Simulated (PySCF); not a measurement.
## CeH at ROHF-CCSD(T)

Level: ROHF-CCSD(T). basis Ce x2c-SVPall, H x2c-SVPall; spin-free X2C with a Gaussian nucleus; PySCF 2.14.

```json
{"state": "doublet, about 1.1 electrons in the 4f shell (Mulliken), real f orbitals that mix terms", "bond length": "2.001 Å", "harmonic wavenumber": "1445 cm⁻¹", "force constant": "1.23 mdyn/Å", "rotational constant Be": "4.208 cm⁻¹", "anharmonicity ωexe": "12.6 cm⁻¹", "vibration–rotation constant αe": "0.0585 cm⁻¹", "well depth De to Ce (4f1 5d1 6s2) + H": "2.64 eV", "dissociation energy D0": "2.55 eV"}
```

Correlated steps freeze 18 core orbitals. Correlated levels converge slowly with the basis: in double zeta they bind strong bonds too weakly, by up to about 1 eV, and carry superposition errors of some tenths. These are scalar-relativistic numbers at best; spin–orbit coupling would shift them, the dissociation energy most. The state is the lowest single determinant that the PBE0 search found; with open d or f shells the true ground state can be another one.
